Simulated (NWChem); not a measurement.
**Correlation energy of CSi**

```xyz
2

Si     0.0000     0.0000     0.5212
C      0.0000     0.0000    -1.2161
```
Charge 0, spin multiplicity 3.

Everything below was run with NWChem. All single points use one geometry, from UPBE/def2-SVP, a minimum by its harmonic frequencies.

Basis set: 6-31G*. Each correlation energy counts from its own Hartree-Fock reference.

```json
[
 {"method": "CCSD[T] on ROHF", "correlation energy (mHa)": "-205.6", "remark": "-"},
 {"method": "CCSD[T] on UHF", "correlation energy (mHa)": "-178.4", "remark": "spin-contaminated"},
 {"method": "CCSDT on ROHF", "correlation energy (mHa)": "-204.9", "remark": "large amplitudes"},
 {"method": "CCSD(T) on UHF", "correlation energy (mHa)": "-176.9", "remark": "spin-contaminated"},
 {"method": "SCS-UMP2", "correlation energy (mHa)": "-118.9", "remark": "spin-contaminated"},
 {"method": "UMP2", "correlation energy (mHa)": "-123.0", "remark": "spin-contaminated"},
 {"method": "CCSD(T) on ROHF", "correlation energy (mHa)": "-204.1", "remark": "-"},
 {"method": "CCSD on ROHF", "correlation energy (mHa)": "-192.9", "remark": "-"},
 {"method": "CCSD on UHF", "correlation energy (mHa)": "-168.0", "remark": "spin-contaminated"}
]
```

The values span 86.6 mHa, from CCSD[T] on ROHF (lowest) to SCS-UMP2 (highest). 

The correlated methods keep 6 core orbitals frozen. The Pople sets run with spherical d functions. This spin state was chosen for the runs; another may lie lower. The structure started from a generated list of species. The unpaired electrons of the parent sit in orbitals of symmetry a1 and b1 (C2v labels of the run); other states weren't searched. No SCF solution was tested for a lower state. Open-shell Hartree-Fock references start from PBE0 orbitals. Coupled-cluster values serve here as a point of comparison, not as the truth.
